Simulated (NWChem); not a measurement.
C2H7BO; SMILES BOCC

```xyz
11

B     -0.1928     1.8107    -0.2613
H      0.2125     1.8588    -1.4069
H     -0.7515     2.7400     0.2731
O     -0.0298     0.6991     0.4666
C      0.5934    -0.4707    -0.0298
C     -0.3902    -1.6170    -0.0777
H      1.0195    -0.2708    -1.0289
H      1.4279    -0.7095     0.6499
H     -1.2038    -1.4099    -0.7894
H      0.1156    -2.5422    -0.3926
H     -0.8367    -1.7866     0.9133
```
Atoms are numbered in this order, from 1.

Computed with NWChem. Medium grid unless said otherwise, to which SCAN and Minnesota functionals are sensitive. The geometry was optimised at PBE0/def2-SVP. B3LYP is NWChem's, with the RPA form of VWN correlation. Total energies of different functionals are on different scales.

```csv
level,energy (Ha),highest occupied level (eV),orbital gap (eV),dipole (D),relative time
PBE/def2-SVP,-180.1434,-6.88,5.76,1.95,1
B3LYP/def2-SVP,-180.3986,-8.17,7.85,1.88,1
"LDA (Slater exchange, VWN5)/def2-SVP",-178.7926,-6.92,5.55,2.01,1
CAM-B3LYP/def2-SVP,-180.2968,-9.84,10.91,1.88,4
M06-2X/def2-SVP,-180.2989,-9.81,10.75,1.86,1
TPSSh/def2-SVP,-180.4104,-7.69,7.19,1.92,1
```

The last column is a rough cost ratio, cheapest run = 1.
